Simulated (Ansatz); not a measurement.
Calculation: frozen-core CCSD(T)/def2-TZVPP // PBE0-D3(BJ)/def2-TZVP in Ansatz (a first-principles code).

Ansatz 0.2 input:
```yaml
crystal:
  periodic: [false, false, false]
  atoms:
    - { symbol: I, position_ang: [2.089739, -0.148422, 0.409561] }
    - { symbol: B, position_ang: [0.000073, -0.000045, 0.152656] }
    - { symbol: I, position_ang: [-0.862925, 1.832176, -0.441431] }
    - { symbol: I, position_ang: [-1.226885, -1.683708, 0.491065] }
basis:
  gaussian: { orbitals: def2-TZVPP }
correlation:
  method: ccsd_t
```

Output:

```
Functional definition: HF
1642 factors; integrals over basis functions are off by at most 9.0e-4 eV
mean field evaluation 1: about -24890.1180 eV, gradient 1.7e1 eV
mean field evaluation 2: about -24890.1609 eV, gradient 1.7e1 eV
mean field evaluation 4: about -24891.4120 eV, gradient 3.0e0 eV
mean field evaluation 8: about -24891.4603 eV, gradient 4.9e-4 eV
mean field evaluation 16: about -24891.3571 eV, gradient 3.0e0 eV
mean field -24891.46029236 eV, -914.7442937065 hartree, gradient 1.5e-6 eV, S^2 0.000000; 0 other end points of the search recorded, 0 dependent functions left out
13 core orbitals not correlated
reference -24891.46029236 eV, -914.7442937065 hartree; 27, 27 occupied and 141, 141 virtual orbitals, 1642 factors
second order -43.40477478 eV of doubles, -0.00000000 eV of singles
cycle   1  -39.70608705 eV  change     3.7e0 eV  update   1.4e-1
cycle   2  -40.73595414 eV  change    -1.0e0 eV  update   4.3e-2
cycle   3  -40.90500975 eV  change   -1.7e-1 eV  update   2.0e-2
cycle   4  -40.84489653 eV  change    6.0e-2 eV  update   6.9e-3
cycle   5  -40.83910374 eV  change    5.8e-3 eV  update   3.6e-3
cycle   6  -40.84343577 eV  change   -4.3e-3 eV  update   8.7e-4
cycle   7  -40.84263588 eV  change    8.0e-4 eV  update   2.5e-4
cycle   8  -40.84242303 eV  change    2.1e-4 eV  update   5.1e-5
cycle   9  -40.84249310 eV  change   -7.0e-5 eV  update   2.0e-5
cycle  10  -40.84250242 eV  change   -9.3e-6 eV  update   5.2e-6
perturbative correction -1.08628189 eV, -0.0399201232 hartree
Total energy: -24933.38907667 eV, -916.2851481093 hartree
```

Cost: very roughly 7 core-minutes.
